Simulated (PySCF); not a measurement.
C₇H₄FNO.
Numbering: `[O:1]=[C:2]=[N:3][c:4]1[cH:5][cH:6][cH:7][cH:8][c:9]1[F:10]` (hydrogens: H11 on C5; H12 on C6; H13 on C7; H14 on C8)

Cartesian coordinates in Å at the PBE0-D3(BJ)/def2-SVP level; atoms count from 1:
```
atom  x, y, z in Å
O1     4.2033    0.1260   -0.5854
C2     3.0965    0.3978   -0.3429
N3     1.9980    0.8118   -0.0618
C4     0.6857    0.3952    0.0122
C5    -0.3282    1.2830    0.3847
C6    -1.6504    0.8537    0.4557
C7    -1.9768   -0.4684    0.1562
C8    -0.9780   -1.3669   -0.2171
C9     0.3343   -0.9299   -0.2846
F10    1.3034   -1.7718   -0.6404
H11   -0.0520    2.3132    0.6152
H12   -2.4314    1.5587    0.7471
H13   -3.0134   -0.8064    0.2121
H14   -1.1968   -2.4087   -0.4584
```

Jobs on this species (14 atoms, 70 electrons) with PySCF (density fitting). Hardware of each: one thread of an AMD EPYC 9R14 (shared host). Other jobs ran on the host; a repeat could differ by tens of per cent or more. Peak memory is the resident size of the whole Python process, interpreter and libraries included.

```
                  level and settings                                                              work  basis functions  SCF cycles  wall time  peak memory
       PBE0/def2-SVPD, IEF-PCM water                          6 singlets by full TDDFT, polarisability              238           ?          ?            ?
  PBE0-D3(BJ)/def2-SVP, grid level 1      geometry optimisation from a GFN2-xTB start shaken at random              160           ?          ?            ?
   PBE0/pcSseg-1, IEF-PCM chloroform   shieldings, ring-centre shieldings, charges and field gradients              190          14       18 s      1.2 GiB
        PBE0/pcSseg-1, IEF-PCM water                                shieldings, ring-centre shieldings              190          14       16 s      1.1 GiB
                      PBE0/def2-SVPD  6 singlets by full TDDFT, polarisability, dynamic polarisability              238          15       32 s      1.0 GiB
   WP04/pcSseg-1, IEF-PCM chloroform                                shieldings, ring-centre shieldings              190          15       16 s      1.2 GiB
wB97X-D/pcSseg-1, IEF-PCM chloroform                                shieldings, ring-centre shieldings              190          15       23 s      1.2 GiB
  PBE0/def2-SVPD, IEF-PCM chloroform                          6 singlets by full TDDFT, polarisability              238          14       25 s      1.1 GiB
```

Task: Fill in the missing figures.

Result: 
- PBE0/def2-SVPD, IEF-PCM water; 6 singlets by full TDDFT, polarisability: 26 s, 1.1 GiB, 14 SCF cycles
- PBE0-D3(BJ)/def2-SVP, grid level 1; geometry optimisation from a GFN2-xTB start shaken at random: 69 s, 0.65 GiB, 63 SCF cycles

Task: What do all jobs in the table cost together?

Result: About 3.8 min; the longest takes about 31 % of that, and about 4.3 times as long as the shortest.
